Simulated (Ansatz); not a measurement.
MoH₄. The state is a triplet with charge 0. Geometry r2SCAN-D4/def2-TZVP; atoms count from 1.

```xyz
5

Mo    0.0000    0.0000    0.0000
H     0.5584    0.3465    1.5555
H     1.3007   -0.0052   -1.0769
H    -1.1168    1.1754   -0.4720
H    -0.7423   -1.5167   -0.0066
```

In the def2 sets Mo takes a core potential; there is no spin–orbit coupling.

Estimate the Mulliken populations from the PBE0/def2-TZVP orbitals of Ansatz.


```
atom  charge (e)  spin (α − β)  d electrons
 Mo1        0.43          2.42         4.52
  H2       -0.11         -0.11            –
  H3       -0.11         -0.11            –
  H4       -0.11         -0.11            –
  H5       -0.11         -0.11            –
```
Mulliken values depend strongly on the basis.

Where does the spin sit?

Summed by element: Mo 2.42, H -0.42, of 2 unpaired in all. Largest on single atoms: Mo1 2.42, H3 -0.11, H5 -0.11.
